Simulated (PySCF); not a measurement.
C6H9N, SMILES CC(C)/C=C\C#N (GFN2-xTB optimised geometry):

```
16

C      1.015    -1.230    -1.834
C      0.547    -0.737    -0.462
C      1.013    -1.694     0.638
C      1.103     0.627    -0.206
C      0.373     1.723     0.000
C     -1.035     1.723     0.000
N     -2.183     1.746     0.004
H      2.101    -1.285    -1.869
H      0.675    -0.557    -2.618
H      0.612    -2.220    -2.032
H     -0.547    -0.689    -0.454
H      2.099    -1.757     0.654
H      0.611    -2.689     0.462
H      0.670    -1.351     1.612
H      2.183     0.698    -0.193
H      0.828     2.689     0.181
```

Computed with PySCF with CAM-B3LYP/def2-TZVP.

**Question.** What are the frontier orbital energies and the dipole moment?

**Answer.** HOMO-2 -11.39 eV, HOMO-1 -10.82 eV, HOMO -9.19 eV, LUMO -0.18 eV, LUMO+1 1.67 eV; dipole moment 4.26 D.

On the same geometry PBE/def2-TZVP (PySCF 2.14.0) gives HOMO-2 -8.40 eV, HOMO-1 -8.01 eV, HOMO -6.80 eV, LUMO -2.26 eV, LUMO+1 -0.29 eV; dipole moment 4.11 D.

Meta-Löwdin charges at CAM-B3LYP/def2-TZVP: C1 -0.33, C2 -0.05, C3 -0.33, C4 -0.04, C5 -0.18, C6 0.11, N7 -0.23, H8 0.11, H9 0.12, H10 0.12, H11 0.11, H12 0.11, H13 0.12, H14 0.12, H15 0.12, H16 0.15.
